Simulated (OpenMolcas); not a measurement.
# Se II: Slater's ratio, thermal populations, worked from levels

```yaml
Program: OpenMolcas 26.06
Basis: ANO-R2 [6s6p4d3f1g]
Scalar_Hamiltonian: X2C, finite nucleus
Active_space: 5 electrons in 8 orbitals (4s 4p 5s 5p)
State_averaging: 2S+1 = 4 odd, 1 root; 2S+1 = 2 odd, 8 roots; 2S+1 = 4 even, 3 roots; 2S+1 = 2 even, 9 roots
Spin-orbit_coupling: RASSI with atomic mean-field integrals over the reference wave functions, term energies averaged over their components
```

Methods: CASSCF; SS-CASPT2, IPEA 0.25 Eh, imaginary shift 0.1 Eh (closed shells correlated: 3d). Measured levels: NIST Handbook of Basic Atomic Spectroscopic Data.

**Slater's ratio.** With one set of orbitals, p3 has 2D* - 4S* = 9 F2 and 2P* - 2D* = 6 F2 (F2 = F²/25), a ratio of 2/3. Term energies are centres of gravity, weighted by 2J + 1.

```csv
Source,2D* - 4S*,2P* - 4S*,F2 from the first,Ratio
CASSCF,17269,24859,1919,0.440
SS-CASPT2,14825,25072,1647,0.691
measured,13538,23609,1504,0.744
```

Energies in cm-1. A ratio away from 2/3 shows effects beyond one configuration with one set of orbitals, and in heavier atoms second-order spin-orbit shifts. In CASSCF the valence s occupation is 1.96 in 2P* against 2.00 in 2D*: mixing out of s² acts most on 2P* and pulls it down.

**Thermal populations.** Z = Σ (2J + 1) exp(-E/kT) with k = 0.695035 cm-1/K, over the levels below. No other level of either list lies under 76800 cm-1, which is above 7 kT at each temperature.

```
          Level  2J + 1  SS-CASPT2  measured
4s2 4p3 4S* 3/2       4        0.0       0.0
4s2 4p3 2D* 3/2       4      14520     13168
4s2 4p3 2D* 5/2       6      15030     13784
4s2 4p3 2P* 1/2       2      24680     23038
4s2 4p3 2P* 3/2       4      25270     23895
```

```csv
T (K),"Z, SS-CASPT2","Z, measured levels","Ground level (%), SS-CASPT2","Ground level (%), measured levels"
5000,4.145,4.211,96.5,95.0
8000,4.762,4.964,84.0,80.6
12000,5.988,6.328,66.8,63.2
```

At 12000 K, kT = 8340 cm-1, and the computed levels give Z = 4.000 + 0.701 + 0.990 + 0.104 + 0.193 = 5.988.

CASPT2 does not keep the components of a term degenerate, so their means are used; among the terms shown or strongly mixed into the levels shown the widest spread is 73 cm-1 (4s2 4p3 2D*, SS-CASPT2). Over all roots computed the reference weight is 0.85 to 0.94 in SS-CASPT2; the roots of lowest weight are the least certain, and an intruder state may touch them. Active for correlation alone: 5p 5s; no level in the range computed is led by a configuration that fills them, so any true level of that kind is missing. Without dynamic correlation excited terms often stand tens of per cent too high (terms of higher spin than the ground term too low), and those without a measured partner can miss by more than the paired ones (holds for CASSCF). Computed and measured levels are paired by configuration, term and J; levels that our copy of the source lacks, or whose pairing is in doubt (as where it misses far off the trend of its configuration), stay unpaired and out of the deviations. Only configurations of the active space appear.

* marks odd parity.
